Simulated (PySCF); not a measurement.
**How methods differ on the excitation energy of La²⁺**

La²⁺ [Xe] 5d1 (2D) → La²⁺ [Xe] 6s1 (2S), as a difference of total energies. Computed with PySCF 2.14 in cc-pVDZ-X2C, with scalar relativity by spin-free X2C-1e. The calculations carry no spin-orbit coupling.

| method | excitation energy (eV) |
| --- | --- |
| UHF | 1.562 |
| LC-wPBE | 2.010 |
| BLYP | 1.508 |
| TPSS | 2.004 |

The basis was made for the ground configuration and has no added diffuse functions, so the excitation energy can come out too high.
